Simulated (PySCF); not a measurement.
## Ge (germanium, neutral) across methods

[Ar] 3d10 4s2 4p1 5s1, high-spin 3P determinant (an excited configuration). Calculation: PySCF 2.14, in aug-cc-pVTZ-PP with one added diffuse shell each of s, d, f type with ECP10MDF (7s5p5d3f, 68 functions); a scalar-relativistic core potential.

| method | E (hartree) | mean ε 4s β (eV) | mean ε 4p α (eV) | mean ε 5s α (eV) | Σ⟨r²⟩ (bohr²) | ⟨S²⟩ |
| --- | --- | --- | --- | --- | --- | --- |
| PBE0 | -294.3242 | -15.741 | -8.382 | -2.344 | 77.10 | 2.003 |
| PBE | -294.3642 | -14.695 | -7.249 | -2.016 | 76.03 | 2.002 |
| r2SCAN | -294.2386 | -15.073 | -7.688 | -1.998 | 76.36 | 2.005 |
| MN15 | -294.7408 | -16.425 | -8.797 | -2.476 | 80.84 | 2.003 |
| wB97X-V | -294.3202 | -18.297 | -10.553 | -3.158 | 79.95 | 2.003 |
| r2SCANh | -294.2350 | -15.455 | -8.083 | -2.123 | 76.59 | 2.005 |
| BHandHLYP | -294.2153 | -16.859 | -9.289 | -2.471 | 79.05 | 2.004 |
| LDA | -293.8918 | -15.067 | -7.227 | -2.041 | 74.69 | 2.001 |
| UHF | -293.19136 | -17.920 | -11.296 | -3.022 | 84.46 | 2.010 |

Energies and moments cover only the electrons outside the core potential. The outer electron is Rydberg-like, and this basis confines it to a smaller radius and binds it less than a complete one would.
